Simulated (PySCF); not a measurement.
Compound: C6H13PS.
SMILES: `C=C(C)P(C)CSC`

Torsions of this conformer, `[CH2:1]=[C:2]([CH3:3])[P:4]([CH3:5])[CH2:6][S:7][CH3:8]`: C1–C2–P4–C5 118°, C2–P4–C6–S7 176°, P4–C6–S7–C8 -171°.

The closed-shell ground state was solved at several levels (PySCF, density fitting, gas phase, non-relativistic). Isolated species at its PBE0-D3(BJ)/def2-SVP geometry (one conformer only).

| level | basis functions | HOMO (eV) | LUMO (eV) | gap (eV) | dipole (D) |
| --- | --- | --- | --- | --- | --- |
| PBE0/pcSseg-1 | 215 | -6.38 | -0.05 | 6.33 | 2.33 |
| B3LYP/def2-SVPD | 275 | -6.15 | -0.35 | 5.80 | 2.17 |

Problem. What might wB97X-D/pcSseg-1 (215 basis functions) give for the same quantities?

Solution. HOMO -8.24 eV, LUMO 1.73 eV, gap 9.97 eV, dipole 2.39 D.

Problem. Over all these levels, which gives the widest orbital gap and which the narrowest?

Solution. wB97X-D/pcSseg-1 (range-separated hybrid) has the widest, 9.97 eV, and B3LYP/def2-SVPD (global hybrid, 20 % exact exchange) the narrowest, 5.80 eV. Functional and basis both differ between the two, so the spread mixes both effects.

Problem. How far do the dipole and the HOMO energy spread over the levels?

Solution. The dipole runs from 2.17 to 2.39 D (mean 2.30 D) and the HOMO from -8.24 to -6.15 eV.
